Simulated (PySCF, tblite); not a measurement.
Species: C₅H₇F₃O.
SMILES with atom numbers: `[CH3:1][C@@H:2]1[C@H:3]([F:4])[C@@H:5]1[O:6][CH:7]([F:8])[F:9]` (hydrogens: H10, H11, H12 on C1; H13 on C2; H14 on C3; H15 on C5; H16 on C7)

Computed with GFN2-xTB (tblite), gas phase: nudged elastic band of 9 images (0 to 8), spring 0.2 eV/Å², climbing image at the end, force threshold 0.05 eV/Å. No saddle search or frequency run followed, so the top image need not be a first-order saddle, and its height can exceed the method's true barrier by a kcal/mol or more.

Path: rotation about C5–O6 (sp3 carbon bound to oxygen, ether oxygen), followed by the dihedral C2–C5–O6–C7.

Image 0 (start, dihedral -85°):
```
atom  x, y, z in Å
C1     -1.503   -0.818   -0.261
C2     -1.000    0.420    0.441
C3     -0.634    1.621   -0.385
F4     -0.745    1.530   -1.730
C5      0.449    0.839    0.302
O6      1.315    0.092   -0.513
C7      1.879   -0.968    0.105
F8      2.817   -0.572    1.011
F9      2.523   -1.698   -0.809
H10    -2.548   -0.686   -0.537
H11    -0.929   -0.995   -1.168
H12    -1.426   -1.687    0.389
H13    -1.465    0.621    1.399
H14    -0.858    2.629   -0.057
H15     0.947    1.302    1.150
H16     1.171   -1.621    0.652
```

Image 8 (end, +0.073 eV, dihedral 53°):
```
atom  x, y, z in Å
C1     -1.444   -0.858    0.304
C2     -1.012    0.571    0.522
C3     -0.415    1.369   -0.610
F4     -0.260    0.759   -1.819
C5      0.442    0.983    0.565
O6      1.551    0.125    0.586
C7      1.745   -0.854   -0.322
F8      1.362   -2.064    0.172
F9      3.071   -0.965   -0.527
H10    -2.526   -0.898    0.195
H11    -1.001   -1.279   -0.594
H12    -1.157   -1.476    1.152
H13    -1.659    1.120    1.197
H14    -0.666    2.411   -0.766
H15     0.698    1.795    1.236
H16     1.262   -0.729   -1.302
```

**Question.** What do the inner images look like?

**Answer.** 
Image 1: +0.021 eV, dihedral -76°
```
atom  x, y, z in Å
C1     -1.468   -0.828   -0.194
C2     -0.971    0.441    0.453
C3     -0.627    1.619   -0.413
F4     -0.713    1.464   -1.756
C5      0.470    0.888    0.310
O6      1.374    0.170   -0.486
C7      1.833   -0.984    0.050
F8      2.556   -0.761    1.183
F9      2.669   -1.544   -0.829
H10    -2.526   -0.731   -0.425
H11    -0.933   -1.018   -1.121
H12    -1.343   -1.675    0.478
H13    -1.438    0.672    1.403
H14    -0.884    2.635   -0.136
H15     0.941    1.383    1.156
H16     1.052   -1.722    0.316
```

Image 2: +0.065 eV, dihedral -67°
```
atom  x, y, z in Å
C1     -1.462   -0.834   -0.117
C2     -0.950    0.463    0.461
C3     -0.609    1.610   -0.446
F4     -0.655    1.386   -1.783
C5      0.487    0.921    0.323
O6      1.437    0.232   -0.446
C7      1.811   -0.995   -0.015
F8      2.203   -0.981    1.287
F9      2.879   -1.367   -0.731
H10    -2.541   -0.772   -0.241
H11    -1.019   -1.026   -1.090
H12    -1.246   -1.662    0.557
H13    -1.418    0.737    1.400
H14    -0.891    2.632   -0.228
H15     0.925    1.446    1.168
H16     1.042   -1.783   -0.109
```

Image 3: +0.120 eV, dihedral -49°
```
atom  x, y, z in Å
C1     -1.426   -0.848   -0.025
C2     -0.925    0.484    0.476
C3     -0.586    1.587   -0.485
F4     -0.572    1.269   -1.805
C5      0.502    0.976    0.362
O6      1.543    0.325   -0.318
C7      1.769   -0.989   -0.095
F8      1.800   -1.290    1.230
F9      2.986   -1.272   -0.580
H10    -2.514   -0.831   -0.052
H11    -1.071   -1.050   -1.032
H12    -1.115   -1.649    0.644
H13    -1.414    0.804    1.389
H14    -0.907    2.611   -0.349
H15     0.875    1.563    1.197
H16     1.048   -1.680   -0.568
```

Image 4 (top): +0.149 eV, dihedral -17°
```
atom  x, y, z in Å
C1     -1.392   -0.869    0.072
C2     -0.914    0.499    0.496
C3     -0.538    1.530   -0.533
F4     -0.441    1.099   -1.821
C5      0.503    1.024    0.436
O6      1.672    0.390   -0.018
C7      1.728   -0.949   -0.172
F8      1.502   -1.604    1.002
F9      2.983   -1.251   -0.530
H10    -2.480   -0.883    0.100
H11    -1.087   -1.103   -0.945
H12    -1.024   -1.637    0.749
H13    -1.459    0.880    1.353
H14    -0.889    2.554   -0.507
H15     0.782    1.708    1.231
H16     1.046   -1.382   -0.925
```

Image 5: +0.123 eV, dihedral 10°
```
atom  x, y, z in Å
C1     -1.400   -0.875    0.159
C2     -0.931    0.515    0.520
C3     -0.489    1.469   -0.561
F4     -0.350    0.953   -1.815
C5      0.491    1.029    0.497
O6      1.696    0.357    0.237
C7      1.724   -0.904   -0.238
F8      1.405   -1.808    0.733
F9      2.992   -1.174   -0.578
H10    -2.486   -0.866    0.084
H11    -1.010   -1.200   -0.801
H12    -1.112   -1.594    0.922
H13    -1.522    0.953    1.317
H14    -0.829    2.495   -0.618
H15     0.730    1.778    1.244
H16     1.084   -1.116   -1.111
```

Image 6: +0.094 eV, dihedral 27°
```
atom  x, y, z in Å
C1     -1.413   -0.874    0.224
C2     -0.954    0.531    0.533
C3     -0.455    1.425   -0.576
F4     -0.292    0.859   -1.806
C5      0.477    1.018    0.535
O6      1.668    0.290    0.391
C7      1.725   -0.875   -0.286
F8      1.371   -1.925    0.511
F9      3.009   -1.094   -0.609
H10    -2.488   -0.862    0.051
H11    -0.942   -1.269   -0.671
H12    -1.201   -1.541    1.055
H13    -1.574    1.013    1.281
H14    -0.774    2.454   -0.687
H15     0.712    1.798    1.250
H16     1.125   -0.941   -1.208
```

Image 7: +0.084 eV, dihedral 43°
```
atom  x, y, z in Å
C1     -1.441   -0.866    0.280
C2     -0.984    0.550    0.535
C3     -0.425    1.388   -0.588
F4     -0.262    0.798   -1.807
C5      0.462    0.993    0.563
O6      1.613    0.193    0.513
C7      1.737   -0.859   -0.323
F8      1.434   -2.025    0.313
F9      3.034   -0.969   -0.660
H10    -2.490   -0.855   -0.009
H11    -0.881   -1.342   -0.519
H12    -1.335   -1.466    1.181
H13    -1.622    1.074    1.237
H14    -0.705    2.426   -0.727
H15     0.707    1.792    1.253
H16     1.149   -0.825   -1.252
```

The largest changes of bonds and angles from start to top: C3–C5 1.502 → 1.510 Å, C3–F4 1.353 → 1.361 Å, C7–F9 1.335 → 1.339 Å, C7–H16 1.108 → 1.104 Å, C2–C5–O6 119.8 → 129.5°, C5–O6–C7 114.2 → 121.3°, C1–C2–C5 120.2 → 126.8°. GFN2-xTB torsional profiles can miss by a kcal/mol or more and can put conformers in the wrong order.

Other torsions move too; by image: C5–O6–C7–F8 (-72, -64, -52, -48, -60, -75, -85, -97, -100°).

**Question.** What do single points at PBE0/pcSseg-1 (PySCF, no dispersion term) give on some images?

**Answer.** 
```
image  GFN2-xTB E (eV)  DFT E (eV)  HOMO (eV)  LUMO (eV)  dipole (D)
    0            0.000       0.000      -8.22       0.78        3.80
    2            0.065       0.067      -8.17       0.84        3.50
    4            0.149       0.226      -7.95       0.71        3.41
    6            0.094       0.243      -7.91       0.60        3.63
    8            0.073       0.251      -7.94       0.57        3.72
```

Energies count from image 0 at each level. At the GFN2-xTB top the DFT energy is 5.2 kcal/mol against 3.4; the geometries weren't optimised at the DFT level.

What follows is the cost of the whole band run. On one thread of an x86-64 server, on a shared host, this took 3.9 s wall.
